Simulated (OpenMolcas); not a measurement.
**Yb3+ in a ligand field**

Yb3+ with 7 ligands (chloride) in pentagonal bipyramidal coordination (D5h) at 2.69 Å, the axial distance 2.529 Å. A charge of +0.571 e stands 2.6 Å behind each ligand. Ligand basis ANO-RCC-VDZP.
```
Yb    0.0000    0.0000    0.0000
Cl    2.6900    0.0000    0.0000
Cl    0.8313    2.5583    0.0000
Cl   -2.1763    1.5811    0.0000
Cl   -2.1763   -1.5811    0.0000
Cl    0.8313   -2.5583    0.0000
Cl    0.0000    0.0000    2.5286
Cl    0.0000    0.0000   -2.5286
```

- Program: OpenMolcas
- Method: CASSCF
- Basis: ANO-RCC-VDZP [7s6p4d2f1g]
- Scalar Hamiltonian: DKH2, point nucleus
- Active space: 13 electrons in 7 orbitals (4f)
- State averaging: 2S+1 = 2 odd, 7 roots
- Spin-orbit coupling: RASSI with atomic mean-field integrals over the reference wave functions

The lowest spin-free states, above the lowest:

| State | Degeneracy | E (cm-1) |
| --- | --- | --- |
| 2S+1 = 2 | 2 | 0.0 |
| 2S+1 = 2 | 1 | 48.8 |
| 2S+1 = 2 | 2 | 167.4 |
| 2S+1 = 2 | 2 | 206.2 |

The lowest levels with spin-orbit coupling:

```json
{"E (cm-1)": "0.0", "Degeneracy": "2", "2S+1": "2", "g": "0.00 0.00 7.98"}
{"E (cm-1)": "102.3", "Degeneracy": "2", "2S+1": "2", "g": "1.15 4.56 4.56"}
{"E (cm-1)": "176.1", "Degeneracy": "2", "2S+1": "2", "g": "0.00 0.00 5.70"}
{"E (cm-1)": "179.5", "Degeneracy": "2", "2S+1": "2", "g": "0.00 0.00 3.43"}
{"E (cm-1)": "10481", "Degeneracy": "2", "2S+1": "2", "g": "0.00 0.00 4.28"}
{"E (cm-1)": "10565", "Degeneracy": "2", "2S+1": "2", "g": "0.84 2.56 2.56"}
{"E (cm-1)": "10646", "Degeneracy": "2", "2S+1": "2", "g": "0.00 0.00 2.56"}
```

Powder χT (cm3 K/mol): 2 at 2 K, 2.04 at 10 K, 2.22 at 50 K, 2.39 at 100 K, 2.51 at 200 K, 2.54 at 300 K. The effective moment at 300 K is 2.828 √(χT) = 4.51 μB.

Hund's rules give f13 the level 2F7/2 with g = 1.143, so an isolated free-ion multiplet has χT = g² J(J+1) / 8 = 2.571 cm3 K/mol. The computed 2.541 at 300 K differs by -1 %, through the field's splitting, the mixing of terms and any other multiplet in reach.

Stevens parameters of the J = 7/2 multiplet, which is 180 cm-1 wide (cm-1, z along the main axis): B20 = -3.468e+00, B40 = -1.032e-01, B60 = 1.341e-03.

Metal share of the active 4f orbitals (Löwdin): 100, 100, 100, 100, 100, 100, 100 %; Mulliken charge of the metal 1.73.

Without dynamic correlation the ligand-field splitting of an f shell can come out too small, at times by half. No measured value stands beside these numbers; the geometry is a model, was not optimised and need not be the one that this ion takes.

A state without a sure symmetry label is named by its multiplicity alone.
